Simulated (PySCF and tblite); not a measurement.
Values are calculated unless marked as measured or tabulated.
C7H10O, numbered as in [CH:1]#[C:2][C@@H:3]1[CH2:4][CH2:5][CH2:6][O:7][CH2:8]1.

Free energies: B3LYP-D3(BJ)/def2-SVP (IEF-PCM, dichloromethane) on GFN2-xTB structures plus GFN2-xTB thermal terms, symmetry and mirror images included. Conformers within 2.5 kcal/mol (GFN2-xTB free energy) were kept, 6 at most. GIAO shieldings: B97-2/pcSseg-1 (IEF-PCM, dichloromethane). Shifts are against TMS (¹H), TMS (¹³C) at the same level; of two unlike H on one atom, a is the less shielded. Run with PySCF (density fitting) and tblite.

The 6-ring runs over atoms 3–4–5–6–7–8.

```
conformer                                       shape  symmetry  E(GFN2) kcal/mol  E(DFT) kcal/mol
        1  6-ring chair (all substituents equatorial)        C1              0.00             0.00
        2                     6-ring chair (C2 axial)        C1              0.89             0.70
```

Q: How much do the weights at 298.15 K and the averaged shift of H5a depend on how the conformers are weighted?

A: 
| weighting | 1 (%) | 2 (%) | δ (ppm) | rms dipole (D) |
| --- | --- | --- | --- | --- |
| DFT energy with thermal terms, symmetry and mirror images (full scheme) | 78 | 22 | 1.66 | 1.69 |
| DFT energy with symmetry and mirror images | 76 | 24 | 1.67 | 1.70 |
| bare DFT energy | 76 | 24 | 1.67 | 1.70 |
| GFN2-xTB energy with symmetry and mirror images | 82 | 18 | 1.63 | 1.66 |
| GFN2-xTB free energy | 83 | 17 | 1.62 | 1.66 |
| leading conformer alone | 100 | 0 | 1.48 | 1.53 |
| equal weights | 50 | 50 | 1.87 | 1.87 |

The largest departure from the full scheme, 0.21 ppm, comes with: equal weights.
